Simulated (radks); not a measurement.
Values are calculated unless marked as measured or tabulated.
Task: All-electron atom: Mn V in [Ar] 3d2.75 4d0.25 (fractional occupations, a model configuration). Code: a radial shooting solver on a logarithmic mesh with Libxc functionals. Model: Dirac Kohn-Sham, HCTH/407, spin-unpolarised, spherical densities, point nucleus; open shells are shared between the two j in proportion to 2j + 1. Some entries of the table are withheld. Estimate them.

| orbital | occ. | eigenvalue (eV) | <1/r> (bohr^-1) | <r> (bohr) |
|---|---|---|---|---|
| 1s1/2 | 2 | -6487.878 | 24.91 | (1) |
| 2s1/2 | 2 | (2) | 5.328 | 0.2790 |
| 2p1/2 | 2 | (3) | 5.270 | 0.2448 |
| 2p3/2 | 4 | (4) | 5.184 | 0.2477 |
| 3s1/2 | 2 | -146.4788 | 1.708 | 0.8286 |
| 3p1/2 | 2 | -115.4598 | 1.599 | 0.8583 |
| 3p3/2 | 4 | -114.0803 | 1.580 | 0.8657 |
| 3d3/2 | 1.1 | -64.3340 | 1.334 | 0.9460 |
| 3d5/2 | 1.65 | -64.1671 | 1.330 | 0.9484 |
| 4s1/2 | 0 | -43.9006 | 0.6203 | 2.154 |
| 4p1/2 | 0 | -36.3208 | 0.5565 | 2.382 |
| 4p3/2 | 0 | -36.1153 | 0.5527 | 2.396 |
| 4d3/2 | 0.1 | -25.1039 | 0.4476 | 2.960 |
| 4d5/2 | 0.15 | -25.0792 | 0.4471 | 2.963 |

Result: 
(1) 1s1/2 <r> (bohr): 0.06095
(2) 2s1/2 eigenvalue (eV): -809.7378
(3) 2p1/2 eigenvalue (eV): -703.6710
(4) 2p3/2 eigenvalue (eV): -693.2312
